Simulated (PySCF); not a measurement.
Working out the ionisation energy of I⁺

I⁺ [Kr] 4d10 5s2 5p4 (3P) → I²⁺ [Kr] 4d10 5s2 5p3 (4S). Calculation: PySCF 2.14, in Sapporo-DKH3-DZP-2012; the spin-free X2C one-electron Hamiltonian (Gaussian nucleus). Frozen: [Ar] 3d10. Energies in hartree (1 hartree = 27.21139 eV):

```json
{"part": "UHF", "I⁺ (lower)": "-7111.840506", "I²⁺ (upper)": "-7111.192053"}
{"part": "MP2 opposite-spin", "I⁺ (lower)": "-0.392956", "I²⁺ (upper)": "-0.381056"}
{"part": "MP2 same-spin", "I⁺ (lower)": "-0.229928", "I²⁺ (upper)": "-0.225305"}
```

Problem. What does Hartree-Fock give?

Solution. (-7111.192053) − (-7111.840506) = 0.648453 hartree = 17.645 eV.

Problem. What do MP2 and SCS-MP2 (6/5 opposite-spin, 1/3 same-spin) give?

Solution. The opposite-spin parts differ by 0.324 eV and the same-spin parts by 0.126 eV. MP2: 17.645 + (0.324) + (0.126) = 18.095 eV. SCS-MP2: 17.645 + 1.2 × (0.324) + (0.126)/3 = 18.076 eV.

Measured between the centres of the two terms (NIST): 18.750 eV, so MP2 (valence and next inner shell) is off by -0.655 eV.

A double-zeta basis recovers only part of the correlation energy.

What remains against the reference includes basis incompleteness, the frozen core and correlation beyond second order.
